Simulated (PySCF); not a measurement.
Compound: 4-oxopentanal, C₅H₈O₂.
SMILES with atom numbers: `[CH3:1][C:2](=[O:3])[CH2:4][CH2:5][CH:6]=[O:7]` (hydrogens: H8, H9, H10 on C1; H11, H12 on C4; H13, H14 on C5; H15 on C6)

Computed geometry: GFN2-xTB, gas phase.

What internal coordinates does the optimisation give?

| bond | length (bohr) |
| --- | --- |
| C1–C2 | 2.839 |
| C2=O3 | 2.276 |
| C2–C4 | 2.875 |
| C4–C5 | 2.883 |
| C5–C6 | 2.836 |
| C6=O7 | 2.265 |
| C1–H8, C1–H9, C1–H10 | 2.055 |
| C4–H11, C4–H12 | 2.062 |
| C5–H13, C5–H14 | 2.065 |
| C6–H15 | 2.093 |

Bonds in one row agree within 0.02 bohr and their mean is given. A selection of angles:
| angle | degrees |
| --- | --- |
| C2–C1–H8 | 107.7 |
| C2–C1–H9 | 110.9 |
| H8–C1–H9 | 108.3 |
| H8–C1–H10 | 108.9 |
| C1–C2–O3 | 123.4 |
| C1–C2–C4 | 114.6 |
| O3–C2–C4 | 122.0 |
| C2–C4–C5 | 110.3 |
| C2–C4–H11 | 107.4 |
| C2–C4–H12 | 109.9 |
| C5–C4–H11 | 110.2 |
| H11–C4–H12 | 108.5 |
| C4–C5–C6 | 111.1 |
| C4–C5–H13 | 109.9 |
| C4–C5–H14 | 111.9 |
| C6–C5–H13 | 107.6 |
| H13–C5–H14 | 107.7 |
| C5–C6–O7 | 125.3 |
| C5–C6–H15 | 113.5 |
| O7–C6–H15 | 121.2 |

Torsions: C1–C2–C4–C5 150°; C2–C4–C5–C6 -70° (synclinal); C4–C5–C6–O7 -3° (synperiplanar). The mirror-image conformer, all signs reversed, is as good.

The C–C distances run from 1.501 Å (C5–C6, drawn single) to 1.525 Å (C4–C5, drawn single), a spread of 0.024 Å. Of the pairs four or more bonds apart, O3···H13 is among the closest relative to their van der Waals radii: 2.47 Å, 91 % of the sum of Bondi's values.

Point group: C1 (no symmetry element, even within 0.4 Å). Whether it is a minimum is left open (no frequencies). The numbers are those of one conformer.
